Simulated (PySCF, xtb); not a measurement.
B(F)2(NCO) (CBF₂NO), SMILES O=C=NB(F)F. Other conformers were not sampled.

Harmonic wavenumbers (cm⁻¹) from xtb with GFN2-xTB at its own minimum, in rising order: 61, 102, 371, 404, 500, 506, 526, 722, 1228, 1323, 1627, 2533.

Q: What does ωB97X-D3(BJ)/def2-SVP (PySCF) give at its own minimum? (The exact figures need the calculation; the answer reports its results.)

A: 32, 89, 420, 455, 618, 638, 669, 744, 1268, 1462, 1671, 2490. Paired by order, the mean absolute difference is 69 cm⁻¹ and the zero-point energies are 14.2 and 15.1 kcal/mol.
